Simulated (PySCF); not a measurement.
Cl2F2Ge. Atoms are numbered in the order given.

```xyz
5

F      0.0000    -1.3720     1.2880
Ge     0.0000     0.0000     0.2527
F      0.0000     1.3720     1.2880
Cl    -1.7696     0.0000    -0.9197
Cl     1.7696     0.0000    -0.9197
```

The structure is a stationary point at B3LYP-D3(BJ)/def2-SVP.

These are B3LYP-D3(BJ)/def2-SVP run with PySCF 2.14.0 values and carry that method's errors.

Frequencies are harmonic and unscaled.

```json
[
 {"mode": "1", "ν (cm⁻¹)": "135", "IR (km/mol)": "0.7", "moving atoms (share of kinetic energy)": "Cl 74 %, F 16 %, Ge 10 %"},
 {"mode": "2", "ν (cm⁻¹)": "165", "IR (km/mol)": "0.0", "moving atoms (share of kinetic energy)": "F 76 %, Cl 24 %"},
 {"mode": "3", "ν (cm⁻¹)": "193", "IR (km/mol)": "12.0", "moving atoms (share of kinetic energy)": "F 37 %, Ge 33 %, Cl 30 %"},
 {"mode": "4", "ν (cm⁻¹)": "237", "IR (km/mol)": "36.7", "moving atoms (share of kinetic energy)": "F 61 %, Cl 23 %, Ge 15 %"},
 {"mode": "5", "ν (cm⁻¹)": "241", "IR (km/mol)": "22.4", "moving atoms (share of kinetic energy)": "F 76 %, Ge 15 %, Cl 10 %"},
 {"mode": "6", "ν (cm⁻¹)": "424", "IR (km/mol)": "18.8", "moving atoms (share of kinetic energy)": "Cl 77 %, Ge 17 %"},
 {"mode": "7", "ν (cm⁻¹)": "479", "IR (km/mol)": "105.5", "moving atoms (share of kinetic energy)": "Cl 56 %, Ge 43 %"},
 {"mode": "8", "ν (cm⁻¹)": "737", "IR (km/mol)": "74.2", "moving atoms (share of kinetic energy)": "F 82 %, Ge 18 %"},
 {"mode": "9", "ν (cm⁻¹)": "763", "IR (km/mol)": "74.4", "moving atoms (share of kinetic energy)": "F 75 %, Ge 25 %"}
]
```
